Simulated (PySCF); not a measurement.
**How methods differ on the ionisation energy of Zn⁺**

Zn⁺ [Ar] 3d10 4s1 (2S) → Zn²⁺ [Ar] 3d10 (1S), as a difference of total energies. Computed with PySCF 2.14 in dyall-av2z (16s12p7d2f, 101 functions), with no relativity, point nucleus. Correlated levels: valence: [Ar] frozen; virtual orbitals above 40 to 60 times the deepest correlated orbital energy dropped. The calculations carry no spin-orbit coupling.

Q: Order these methods by the ionisation energy they give, lowest first.
A. SCS-MP2 (valence)
B. CCSD(T) (valence)
C. UHF
D. CCSD (valence)

A: C (16.587 eV), A (17.313 eV), D (17.366 eV), B (17.438 eV).

These non-relativistic numbers lack the scalar-relativistic shift.

Errors of the correlated levels include the incompleteness of this basis and the frozen core.

For comparison: 17.964 eV (measured; NIST Atomic Spectra Database, ionization energies).
